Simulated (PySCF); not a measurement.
# Radial density of As (arsenic, neutral)

UHF, [Ar] 3d10 4s2 4p2 4d1, one real determinant (an excited configuration). Computed with PySCF 2.14 in aug-cc-pVDZ-DK (6s5p3d, 36 functions), with the spin-free X2C one-electron Hamiltonian (Gaussian nucleus).

```
r (bohr)  4πr²ρ (e/bohr)  4πr²(ρα − ρβ)
 0.00102          0.5221         0.0000
 0.00171           1.255         0.0000
 0.00288           2.969         0.0000
 0.00485           6.752        -0.0001
 0.00815           14.20        -0.0002
  0.0137           26.07         0.0000
  0.0231           38.12         0.0020
  0.0388           39.46         0.0113
  0.0653           32.80         0.0363
   0.110           42.96         0.0544
   0.185           42.28         0.0043
   0.311           24.36         0.0514
   0.522           30.96         0.1157
   0.879           12.78         0.0247
    1.48           3.195         0.7499
    2.49           1.682         1.0382
    4.18          0.5025         0.4678
    7.03        0.008555         0.0084
```

Densities and radii are taken from the X2C orbitals without a picture-change correction, which distorts them close to the nucleus.

⟨L²⟩ = 8.01 against 12 for a pure F term, so this real determinant mixes terms. The outer electron is Rydberg-like, and this basis confines it to a smaller radius and binds it less than a complete one would. At UHF the highest occupied level has a positive energy, so only the finite basis holds that electron; for this excited configuration the basis is too tight for the outer shell.
